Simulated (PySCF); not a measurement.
## Working out the ionisation energy of Te

Te [Kr] 4d10 5s2 5p4 (3P) → Te⁺ [Kr] 4d10 5s2 5p3 (4S). All numbers are calculated (PySCF 2.14, the spin-free X2C one-electron Hamiltonian (Gaussian nucleus), in x2c-TZVPPall (8s6p4d2f, 60 functions)). Frozen: [Ar] 3d10. Energies in hartree (1 hartree = 27.21139 eV):

```
            part    Te (lower)   Te⁺ (upper)
             UHF  -6790.854375  -6790.569544
CCSD correlation     -0.516275     -0.488878
             (T)     -0.009429     -0.008165
```

What does Hartree-Fock give?

(-6790.569544) − (-6790.854375) = 0.284831 hartree = 7.751 eV.

What do CCSD and CCSD(T) give?

The CCSD correlation energies differ by 0.027397 hartree = 0.746 eV and the triples by 0.001264 hartree = 0.034 eV, so CCSD gives 8.497 eV and CCSD(T) 8.531 eV.

Measured between the centres of the two terms (NIST): 8.749 eV, so CCSD(T) (valence and next inner shell) is off by -0.218 eV.

What remains against the reference includes basis incompleteness, the frozen core and higher excitations.
